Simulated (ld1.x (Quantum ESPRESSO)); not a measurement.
**An all-electron radial function and its pseudo partner (Nb (Z = 41))**

Columns: radius, all-electron u(r) and pseudo u(r) of the 5s shell (level -4.68 eV) of niobium in the configuration [Ar] 3d10 4s2 4p6 4d3 5s2 5p0; PBE, scalar-relativistic, PAW scheme, ld1.x (Quantum ESPRESSO) 7.5.

```tsv
r (bohr)	all-electron	pseudo
0.175	-0.0184	0.0643
0.350	0.1687	0.1278
0.525	-0.0118	0.1897
0.700	-0.2068	0.2491
0.875	-0.2787	0.3053
1.050	-0.2384	0.3578
1.225	-0.1311	0.4059
1.400	0.0030	0.4493
1.575	0.1377	0.4876
1.750	0.2589	0.5206
1.925	0.3607	0.5482
2.100	0.4418	0.5703
2.275	0.5032	0.5871
2.450	0.5470	0.5985
2.625	0.5756	0.6049
2.800	0.5915	0.6063
2.975	0.5968	0.6030
3.150	0.5933	0.5953
3.325	0.5829	0.5832
3.500	0.5670	0.5670
3.675	0.5470	0.5470
3.850	0.5239	0.5239
4.025	0.4987	0.4987
4.200	0.4722	0.4722
4.375	0.4451	0.4451
4.550	0.4179	0.4179
```

How many radial nodes do the two functions have?

The all-electron 5s function has n − l − 1 = 4 (the table is too coarse to show those close to the nucleus); the pseudo-wave has 0, since the states of the same l below it are removed with the core.

At about which radius was the pseudo-wave matched?

3.50 bohr, where the columns begin to agree (steps of 0.17 bohr).

Where does each function peak?

Outermost all-electron maximum near 2.98 bohr, pseudo maximum near 2.80 bohr (to the table’s step).

Is the pseudo-wave norm-conserving?

No, it belongs to a PAW set: the norm inside the radius is not constrained, and the difference is carried by the augmentation charge.
